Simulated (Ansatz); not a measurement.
BH₇SSi₂ from Hartree–Fock to CCSD(T)

Cartesian coordinates in Å:
```
B 1.0965 0.0337 0.0098
Si -0.5957 0.8494 -0.8716
S -2.2435 -0.4443 -0.4192
Si -0.5562 -0.9339 0.8085
H 1.3653 1.2095 -0.1388
H 1.6001 -0.7054 -0.7866
H -0.2297 0.8408 -2.3033
H -0.8665 2.2225 -0.3869
H -0.8055 -0.5380 2.2137
H 1.3943 -0.1806 1.1684
H -0.1591 -2.3536 0.7060
```

Charge 0, multiplicity 1. The bonds changed during the relaxation, so this is another structure than the one it started from. Geometry: relaxed with PBE0-D4/def2-TZVP. It is one conformer, not always the lowest. Frozen core, restricted reference, the Gaussian-basis code of Ansatz. CBS rows extrapolate triple and quadruple zeta; past MP2 they add the triple-zeta difference.

| basis | HF (Eh) | MP2 corr. | CCSD corr. | (T) | CCSD(T) total |
| --- | --- | --- | --- | --- | --- |
| def2-SVP | -1003.81338 | -0.44991 | -0.51120 | -0.01754 | -1004.34212 |
| def2-TZVPP | -1004.19208 | -0.56866 | -0.62744 | -0.02880 | -1004.84832 |
| def2-QZVPP | -1004.22257 | -0.61099 | – | – | – |
| CBS(def2) | -1004.22677 | -0.64235 | -0.70113 | as TZ | -1004.95670 |
